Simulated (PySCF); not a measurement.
## Radial density of Cd (cadmium, neutral)

UHF, [Kr] 4d10 5s2, closed-shell 1S. All numbers are calculated (PySCF 2.14, scalar relativity by spin-free X2C-1e, in x2c-SVPall (6s6p5d1f, 56 functions)).

| r (bohr) | 4πr²ρ (e/bohr) |
| --- | --- |
| 0.0254 | 60.43 |
| 0.0428 | 52.40 |
| 0.0719 | 70.78 |
| 0.121 | 70.60 |
| 0.203 | 54.17 |
| 0.342 | 56.02 |
| 0.576 | 18.18 |
| 0.968 | 19.42 |
| 1.63 | 5.953 |
| 2.74 | 1.216 |
| 4.61 | 0.2309 |
| 7.75 | 0.007883 |

Densities and radii are taken from the X2C orbitals without a picture-change correction, which distorts them close to the nucleus.
